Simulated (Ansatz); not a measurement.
# Worked example: the step energy

An elementary step of SiH₆ClOF, closed shell (SiH₃F ([F][SiH3]) + HCl + H₂O → SiH₂ClF ([F][SiH2][Cl]) + H₂O + H₂; Si–H, Cl–H, H–O broken or loosened, Si–Cl, H–H, O–H formed or tightened). “Start” and “end” are the PBE0-D4/def2-TZVP structures reached by relaxing down either side of its saddle point, with the molecules still in contact.

Ansatz 0.2.0; basis: def2-TZVPP and def2-QZVPP; cores frozen in the correlated methods.

Energies in eV:

| quantity | end | start |
| --- | --- | --- |
| Hartree–Fock, triple zeta (X = 3) | -25209.25110 | -25208.64424 |
| Hartree–Fock, quadruple zeta (X = 4) | -25210.10305 | -25209.48746 |
| MP2 correlation, X = 3 | -23.36104 | -23.33422 |
| MP2 correlation, X = 4 | -25.47047 | -25.42253 |
| CCSD(T) correlation, X = 3 | -25.29330 | -25.32455 |

(1) Work out the step energy at the basis limit: extrapolate Hartree–Fock as E(X) = E∞ + A exp(−7.88 √X) and the MP2 correlation as E(X) = E∞ + B X^−2.97 (the exponents that Neese and Valeev fitted for def2-TZVPP and QZVPP), then add CCSD(T) − MP2 in triple zeta.

T1 diagnostic: at most 0.011.

Answers

(1) Each step is linear, so take the differences first (end − start): Hartree–Fock -0.60686 (X = 3) and -0.61559 (X = 4); MP2 correlation -0.02682 and -0.04794; CCSD(T) correlation 0.03125.
Two points give E∞ = E(4) + w [E(4) − E(3)], with w = 1/(exp(7.88 (2 − √3)) − 1) = 0.1377 for Hartree–Fock and w = 1/((4/3)^2.97 − 1) = 0.7407 for the correlation.
Hartree–Fock: -0.61559 + 0.1377 × (-0.00873) = -0.6168 eV.
MP2 correlation: -0.04794 + 0.7407 × (-0.02112) = -0.0636 eV.
CCSD(T) − MP2: 0.03125 − (-0.02682) = 0.0581 eV.
Sum: -0.6168 + (-0.0636) + 0.0581 = -0.6223 eV, or -14.35 kcal/mol. Plain CCSD(T) in triple zeta gives -0.5756 eV, so the larger basis shifts the result by -0.0467 eV.

Labels in which every atom is bracketed show which atoms are joined, not bond orders.

For scale, one of the runs: CCSD(T)/def2-TZVPP, 230 basis functions, launched by `ansatz run in.yaml --threads 4 --pin off --events-out ev --progress --plain --max-ram 9574MiB`. Time: 100 s of wall clock on 4 CPU threads of an Arm Neoverse V1; the host was shared. Peak host memory: 3.9 GiB.
